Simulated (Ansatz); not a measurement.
A nudged elastic band was laid between two geometries of Cl$_{3}$FH$_{4}$NOTa (11 atoms, charge 0, multiplicity 1).

Computed with RKS PBE/def2-SVP (Ansatz 0.2.0).

| Property | Result |
| --- | --- |
| movable images | 5 |
| climbing image | yes |
| spring | 5.0 eV/Å² |
| optimiser | quadratic models (default) |
| start path | through a guess of the saddle point |
| force threshold | 0.2 eV/Å |
| iteration limit | 60 |
| end points | relaxed |

Initial state:

```xyz
11
Properties=species:S:1:pos:R:3
Ta 0.292 0.064 0.120
N 2.159 -0.615 -0.065
H 2.678 -1.117 0.664
H 2.758 -0.438 -0.879
Cl 0.519 -0.561 2.405
Cl 0.609 0.974 -2.017
Cl -1.592 1.520 0.579
F -0.746 -1.422 -0.365
O 1.262 2.033 0.901
H 0.483 2.607 1.088
H 1.687 1.876 1.769
```

Final state:

```xyz
11
Properties=species:S:1:pos:R:3
Ta 0.001 0.526 0.273
N 2.281 -0.117 0.185
H 2.619 -0.425 1.108
H 2.351 -0.925 -0.450
Cl 0.176 -0.566 2.398
Cl 0.584 1.337 -1.879
Cl -2.274 0.966 0.238
F -0.128 -1.240 -0.451
O 0.598 2.117 1.117
H 0.990 2.636 1.834
H 2.912 0.612 -0.175
```

**Question.** Which bonds break or form, and what moves?

**Answer.** Bonds broken: O9–H11. Bonds formed: N2–H11.

**Question.** Give the energies along the band, and the barrier.

**Answer.** The forces met the threshold. The highest image is number 2 of 0 to 6, 0.39 eV above the first end and 1.31 eV above the last; the last end lies 0.92 eV below the first. The threshold of 0.2 eV/Å is loose, so the images may lie well off the minimum-energy path. The order of the point at the top wasn't checked. The orbitals stay closed-shell, which can raise the energy where a bond breaks towards radicals; this wasn't checked here.

```
image  path coordinate (Å)  energy (eV)  O9–H11 (Å)  N2–H11 (Å)
    0                 0.00         0.00        0.98        3.13
    1                 1.12         0.07        0.98        2.40
    2                 2.24         0.39        1.15        1.39
    3                 3.36        -0.78        2.26        1.03
    4                 4.47        -0.91        2.91        1.03
    5                 5.59        -0.91        2.82        1.03
    6                 6.71        -0.92        3.05        1.03
```

**Question.** What is the geometry of the highest image?

**Answer.** 
```xyz
11
Properties=species:S:1:pos:R:3
Ta 0.093 0.238 0.132
N 2.228 -0.093 0.227
H 2.543 -0.974 0.655
H 2.718 0.022 -0.671
Cl -0.107 -0.434 2.402
Cl 0.450 0.694 -2.151
Cl -1.711 1.718 0.193
F -0.452 -1.517 -0.278
O 1.243 1.902 0.957
H 1.028 2.250 1.845
H 2.075 1.115 0.889
```

The run took 2.4 min on 4 threads of Intel(R) Xeon(R) 6975P-C (Granite Rapids), on a shared host, peak memory 0.27 GiB.
